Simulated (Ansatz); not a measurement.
Geometry optimisation, Ansatz 0.2.0, RKS BHLYP-D4/def2-SVP.

The input (input.yaml):

```yaml
crystal:
  periodic: [false, false, false]
  atoms:
    - { symbol: W, position_ang: [0.0, 0.0, 0.0] }
    - { symbol: H, position_ang: [0.0, 0.0, 2.07] }
    - { symbol: H, position_ang: [1.72, 0.0, 0.0] }
    - { symbol: H, position_ang: [0.0, 1.72, 0.0] }
    - { symbol: H, position_ang: [-1.72, 0.0, 0.0] }
    - { symbol: H, position_ang: [0.0, -1.72, 0.0] }
    - { symbol: H, position_ang: [0.0, 0.0, -1.72] }
    - { symbol: Cl, position_ang: [1.7678, 1.8416, 0.8482] }
    - { symbol: H, position_ang: [0.7133, 0.743, 2.0759] }
basis:
  gaussian: { orbitals: def2-SVP }
hamiltonian:
  xc: { name: BHLYP }
  dispersion: d4
relax:
  f_tol: 0.15
  max_steps: 25
  restrain:
    - { distance: [0, 7], at: 2.39, k: 30.0 }
    - { distance: [8, 1], at: 0.66, k: 30.0 }
    - { distance: [0, 1], at: 2.92, k: 30.0 }
    - { distance: [8, 7], at: 2.57, k: 30.0 }
output:
  orbitals: {}
```

Command:

```bash
$ ansatz run input.yaml --threads 1 --pin off --max-ram 2048MiB --backend cpu --events-out ev --progress --plain --runs-dir out
```

**Question.** Where does it end, and by what steps?

**Answer.** It converged. The restraints hold the end off the free minimum. After 9 steps the energy has fallen by 6.802 eV (the restraints' own energy left out); H4 moved furthest, 0.85 Å. Parted: W1–H2 (2.07 → 2.92 Å). Joined: H2–H9 (1.03 → 0.72 Å).

```json
{"step": "0", "energy less start (eV)": "0.0000", "largest force component (eV/Å)": "3.826", "accepted": "yes"}
{"step": "1", "energy less start (eV)": "-1.4615", "largest force component (eV/Å)": "3.094", "accepted": "yes"}
{"step": "2", "energy less start (eV)": "-2.6564", "largest force component (eV/Å)": "4.389", "accepted": "yes"}
{"step": "3", "energy less start (eV)": "-3.9992", "largest force component (eV/Å)": "5.858", "accepted": "yes"}
{"step": "4", "energy less start (eV)": "-5.5694", "largest force component (eV/Å)": "5.220", "accepted": "yes"}
{"step": "5", "energy less start (eV)": "-6.5526", "largest force component (eV/Å)": "1.226", "accepted": "yes"}
{"step": "6", "energy less start (eV)": "-6.7421", "largest force component (eV/Å)": "1.305", "accepted": "yes"}
{"step": "7", "energy less start (eV)": "-6.8052", "largest force component (eV/Å)": "0.561", "accepted": "yes"}
{"step": "8", "energy less start (eV)": "-6.7740", "largest force component (eV/Å)": "0.966", "accepted": "yes"}
{"step": "9", "energy less start (eV)": "-6.8022", "largest force component (eV/Å)": "1.096", "accepted": "yes"}
```

```xyz
9
Properties=species:S:1:pos:R:3
W 0.243 0.253 -0.391
H 0.193 0.204 2.528
H 1.385 -0.640 0.401
H -0.670 1.382 0.397
H -1.355 -0.118 -0.011
H -0.105 -1.353 -0.019
H 0.311 0.319 -2.095
Cl 1.843 1.879 0.269
H 0.637 0.659 2.196
```

The run took 48 s on 1 thread of Arm Neoverse V2 (shared host), peak memory 0.17 GiB.
